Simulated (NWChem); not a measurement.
System: CrSOCl₂; SMILES [S]=[Cr]([Cl])([Cl])=[O]

NWChem input:

```
start job
memory heap 200 mb stack 900 mb global 1100 mb
geometry units angstroms noautoz
  Cr     0.048512     0.262531     0.000000
  O      0.129356     1.778535     0.000000
  S      1.872702    -0.461550     0.000000
  Cl    -0.934268    -0.375669     1.754860
  Cl    -0.934268    -0.375669    -1.754860
end
basis spherical
  * library def2-svp
end
dft
  xc m06-l
  iterations 150
  mulliken
end
task dft energy
```

NWChem printed, in part:

```
             Northwest Computational Chemistry Package (NWChem) 7.3.0
             --------------------------------------------------------

 CS  symmetry detected

                             Geometry "geometry" -> ""
                             -------------------------

 Output coordinates in angstroms (scale by  1.889725989 to convert to a.u.)

  No.       Tag          Charge          X              Y              Z
 ---- ---------------- ---------- -------------- -------------- --------------
    1 Cr                  24.0000     0.04682428     0.25744656     0.00000000
    2 O                    8.0000     0.14623110     1.77234661     0.00000000
    3 S                   16.0000     1.86200848    -0.48892384     0.00000000
    4 Cl                  17.0000    -0.94369903    -0.36866791    -1.75486000
    5 Cl                  17.0000    -0.94369903    -0.36866791     1.75486000

 Effective nuclear repulsion energy (a.u.)     577.8431927656

      Symmetry information
      --------------------

 Group name             Cs
 Group number              2
 Group order               2
 No. of unique centers     4

                                 NWChem DFT Module
                                 -----------------

 Summary of "ao basis" -> "ao basis" (spherical)
 ------------------------------------------------------------------------------
       Tag                 Description            Shells   Functions and Types
 ---------------- ------------------------------  ------  ---------------------
 Cr                         def2-svp                11       31   5s3p2d1f
 O                          def2-svp                 6       14   3s2p1d
 S                          def2-svp                 8       18   4s3p1d
 Cl                         def2-svp                 8       18   4s3p1d

      Symmetry analysis of basis
      --------------------------

        a'         62
        a"         37

            General Information
            -------------------
          SCF calculation type: DFT
          Wavefunction type:  closed shell.
          No. of atoms     :     5
          No. of electrons :    82
           Alpha electrons :    41
            Beta electrons :    41
          Charge           :     0
          Spin multiplicity:     1
          Use of symmetry is: on ; symmetry adaption is: on
          Maximum number of iterations: 150
          AO basis - number of functions:    99
                     number of shells:    41
          Convergence on energy requested:  1.00D-06
          Convergence on density requested:  1.00D-05
          Convergence on gradient requested:  5.00D-04

              XC Information
              --------------
                        M06-L Method XC Functional
                         M06-L Exchange Functional  1.000
                       M06-L Correlation Potential  1.000

             Grid Information
             ----------------
          Grid used for XC integration:  medium
          Radial quadrature: Mura-Knowles
          Angular quadrature: Lebedev.
          Tag              B.-S. Rad. Rad. Pts. Rad. Cut. Ang. Pts.
          ---              ---------- --------- --------- ---------
          Cr                  1.40      112           9.0       590
          O                   0.60       49           8.0       434
          S                   1.00       88           9.0       590
          Cl                  1.00       88           9.0       590
          Grid pruning is: on
          Number of quadrature shells:   337
          Spatial weights used:  Erf1

      Superposition of Atomic Density Guess
      -------------------------------------

 Sum of atomic energies:       -2433.71814149

      Non-variational initial energy
      ------------------------------

 Total energy =   -2433.992213
 1-e energy   =   -4508.199450
 2-e energy   =    1496.364044
 HOMO         =      -0.341013
 LUMO         =      -0.090988

      Symmetry analysis of molecular orbitals - initial
      -------------------------------------------------

  Numbering of irreducible representations:

     1 a'          2 a"

  Orbital symmetries:

     1 a'          2 a'          3 a"          4 a'          5 a'
     6 a'          7 a'          8 a"          9 a'         10 a'
    11 a"         12 a'         13 a'         14 a"         15 a'
    16 a'         17 a"         18 a"         19 a'         20 a'
    21 a"         22 a'         23 a'         24 a'         25 a"
    26 a'         27 a'         28 a"         29 a'         30 a'
    31 a"         32 a'         33 a'         34 a"         35 a'
    36 a"         37 a'         38 a"         39 a'         40 a"
    41 a'         42 a'         43 a"         44 a"         45 a'
    46 a'         47 a'         48 a'         49 a'         50 a"
    51 a'

     ---------------------------------------------
      Total Density - Mulliken Population Analysis
     ---------------------------------------------

    Atom       Charge   Shell Charges
 -----------   ------   -------------------------------------------------------
    1 Cr  24    21.26   2.00  2.00  2.01  0.33  0.00  6.00  6.02  0.56  1.38  0.95  0.01
    2 O    8     9.10   1.99  1.17  0.78  3.20  1.95  0.01
    3 S   16    16.79   2.00  1.99  1.25  0.66  5.94  1.97  2.95  0.03
    4 Cl  17    17.42   2.00  1.99  1.23  0.70  5.94  2.20  3.35  0.01
    5 Cl  17    17.42   2.00  1.99  1.23  0.70  5.94  2.20  3.35  0.01

[...]
```

Level: M06-L/def2-SVP. Structure relaxed at the PBE0/def2-SVP level.
